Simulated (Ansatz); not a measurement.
# A basis-limit estimate, worked out

An elementary step of SiN$_{2}$H$_{6}$O$_{2}$, closed shell (SiN₂H₆O₂ ([NH2][Si]([NH2])([OH])[OH]) → SiNH₃O₂ ([NH][Si]([OH])[OH]) + NH₃ (still joined by a long Si–N bond); bonds formed: N2–H4; bonds broken: N3–H4; bonds weakened to dative contacts: Si1–N2). “Start” is the structure reached by relaxing down from the saddle towards the reactants; PBE0-D4/def2-TZVP structures. The saddle:

```json
{"atom": "Si1", "x (Å)": "-0.4686", "y (Å)": "-0.0354", "z (Å)": "0.0122"}
{"atom": "N2", "x (Å)": "1.3205", "y (Å)": "0.4545", "z (Å)": "0.1622"}
{"atom": "N3", "x (Å)": "0.0277", "y (Å)": "-1.4748", "z (Å)": "0.6035"}
{"atom": "H4", "x (Å)": "1.2415", "y (Å)": "-0.6816", "z (Å)": "0.5621"}
{"atom": "O5", "x (Å)": "-0.9628", "y (Å)": "0.1847", "z (Å)": "-1.5453"}
{"atom": "O6", "x (Å)": "-1.3491", "y (Å)": "1.0553", "z (Å)": "0.8600"}
{"atom": "H7", "x (Å)": "1.8625", "y (Å)": "0.6133", "z (Å)": "-0.6766"}
{"atom": "H8", "x (Å)": "1.5511", "y (Å)": "1.1464", "z (Å)": "0.8633"}
{"atom": "H9", "x (Å)": "-0.4597", "y (Å)": "-2.2904", "z (Å)": "0.9274"}
{"atom": "H10", "x (Å)": "-0.8406", "y (Å)": "-0.5870", "z (Å)": "-2.1012"}
{"atom": "H11", "x (Å)": "-1.9223", "y (Å)": "1.6149", "z (Å)": "0.3324"}
```

Ansatz 0.2.0; basis: def2-TZVPP and def2-QZVPP; cores frozen in the correlated methods.

Energies in eV:

| quantity | saddle | start |
| --- | --- | --- |
| Hartree–Fock, triple zeta (X = 3) | -15000.98157 | -15003.81050 |
| Hartree–Fock, quadruple zeta (X = 4) | -15001.60022 | -15004.43729 |
| MP2 correlation, X = 3 | -28.59606 | -27.97044 |
| MP2 correlation, X = 4 | -30.81407 | -30.18392 |
| CCSD(T) correlation, X = 3 | -30.18895 | -29.62353 |

Q: Work out the barrier at the basis limit: extrapolate Hartree–Fock as E(X) = E∞ + A exp(−7.88 √X) and the MP2 correlation as E(X) = E∞ + B X^−2.97 (the exponents that Neese and Valeev fitted for def2-TZVPP and QZVPP), then add CCSD(T) − MP2 in triple zeta.

A: Each step is linear, so take the differences first (saddle − start): Hartree–Fock 2.82893 (X = 3) and 2.83707 (X = 4); MP2 correlation -0.62562 and -0.63015; CCSD(T) correlation -0.56542.
Two points give E∞ = E(4) + w [E(4) − E(3)], with w = 1/(exp(7.88 (2 − √3)) − 1) = 0.1377 for Hartree–Fock and w = 1/((4/3)^2.97 − 1) = 0.7407 for the correlation.
Hartree–Fock: 2.83707 + 0.1377 × 0.00814 = 2.8382 eV.
MP2 correlation: -0.63015 + 0.7407 × (-0.00453) = -0.6335 eV.
CCSD(T) − MP2: -0.56542 − (-0.62562) = 0.0602 eV.
Sum: 2.8382 + (-0.6335) + 0.0602 = 2.2649 eV, or 52.23 kcal/mol. Plain CCSD(T) in triple zeta gives 2.2635 eV, so the larger basis shifts the result by 0.0014 eV.

No T1 diagnostic of these runs exceeds 0.013.

Labels in which every atom is bracketed show which atoms are joined, not bond orders.

For scale, one of the runs: CCSD(T)/def2-TZVPP, 250 basis functions, launched by `ansatz run in.yaml --threads 8 --pin off --events-out ev --progress --plain --max-ram 19148MiB`. Hardware: 8 CPU threads of an Arm Neoverse V1, shared host. Wall time 120 s; peak host memory 5.6 GiB.
